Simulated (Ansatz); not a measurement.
Basis-set extrapolation for `CC(C)=N[SiH3]` (PBE0-D4/def2-TZVP geometry, frozen core, the Gaussian-basis code of Ansatz). Multiplicity 1, RHF reference.

```
                      def2-TZVPP   def2-QZVPP
                 HF  -462.307637  -462.325080
    MP2 correlation    -0.838695    -0.894073
CCSD(T) correlation    -0.929119      not run
```

Energies in hartree. Use E(X) = E(∞) + A·exp(−7.88·√X) for Hartree–Fock and E(X) = E(∞) + B·X^(−2.97) for correlation, with X = 3 and 4, and add CCSD(T) minus MP2 of the smaller set to the MP2 limit.

Task: What is the CCSD(T) energy at the basis-set limit?

Result: HF limit: -462.325080 + (-0.017443) × 0.13774 = -462.32748. MP2 limit: -0.894073 + (-0.055378) × 0.74074 = -0.93509. Higher-order term: -0.929119 − (-0.838695) = -0.09042. Total: -463.35299 hartree, 305.2 kJ/mol below CCSD(T)/def2-TZVPP.
